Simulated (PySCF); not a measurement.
Compound: C5H7BO2.
Numbering: `[CH:1]#[C:2][B:3]([OH:4])[O:5][CH:6]1[CH2:7][CH2:8]1` (hydrogens: H9 on C1; H10 on O4; H11 on C6; H12, H13 on C7; H14, H15 on C8)

Torsions of this conformer, `[CH:1]#[C:2][B:3]([OH:4])[O:5][CH:6]1[CH2:7][CH2:8]1`: C2–B3–O5–C6 0°, B3–O5–C6–C7 146°, H–O4–B3–C2 180°.

The closed-shell ground state was solved at several levels (PySCF, density fitting, gas phase, non-relativistic). Geometry: PBE0-D3(BJ)/def2-SVP, one conformer, isolated molecule.

```csv
level,basis functions,HOMO (eV),LUMO (eV),gap (eV),dipole (D)
B3LYP/pcJ-1,286,-7.41,-0.65,6.76,1.81
B3LYP/def2-SVPD,222,-7.48,-0.78,6.70,1.79
```

(1) What might PBE0/pcSseg-1 (171 basis functions) give for the same quantities?

(2) Over all these levels, which gives the widest orbital gap and which the narrowest?

(3) How far do the dipole and the HOMO energy spread over the levels?

Answers

(1) HOMO -7.67 eV, LUMO -0.46 eV, gap 7.21 eV, dipole 1.80 D.

(2) PBE0/pcSseg-1 (global hybrid, 25 % exact exchange) has the widest, 7.21 eV, and B3LYP/def2-SVPD (global hybrid, 20 % exact exchange) the narrowest, 6.70 eV. Functional and basis both differ between the two, so the spread mixes both effects.

(3) The dipole runs from 1.79 to 1.81 D (mean 1.80 D) and the HOMO from -7.67 to -7.41 eV.
